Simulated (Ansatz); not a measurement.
Reactions of `N[SiH](Cl)[Si](N)(Cl)Cl`.

Calculated with Ansatz (gas phase, PBE0-D4/def2-TZVP geometries, no zero-point term in ΔE). CCSD(T)/CBS adds triple-zeta CCSD(T) − MP2 to the extrapolated MP2 energy (def2 sets, frozen cores). This one scheme is used for every species. Each species was taken in one conformer, which may not be the lowest.

(1) Order these by ΔE at CCSD(T)/CBS, lowest first. (Best estimate.)
A. `N[SiH](Cl)[Si](N)(Cl)Cl` + H₂O → `N[SiH](O)Cl` + `N[SiH](Cl)Cl`
B. `N[SiH](Cl)[Si](N)(Cl)Cl` + `N[SiH2][SiH](N)O` → `N[Si@H](Cl)[Si@@H](N)O` + `N[SiH2][Si](N)(Cl)Cl`
C. `N[SiH](Cl)[Si](N)(Cl)Cl` → `N[Si](Cl)(Cl)Cl` + `N[SiH]`
D. `N[SiH](Cl)[Si](N)(Cl)Cl` + `N[SiH](O)O` → `N[Si@H](Cl)O[Si@@H](N)O` + `N[SiH](Cl)Cl`
E. `N[SiH](Cl)[Si](N)(Cl)Cl` + `N[SiH](N)F` → `N[Si@H](F)N[Si@@H](N)Cl` + `N[SiH](Cl)Cl`

Largest T1 diagnostic: 0.015, for `N[SiH]`.

Answers

(1) D (-130.4 kJ/mol), A (-108.2 kJ/mol), E (-74.5 kJ/mol), B (-6.9 kJ/mol), C (+172.7 kJ/mol).
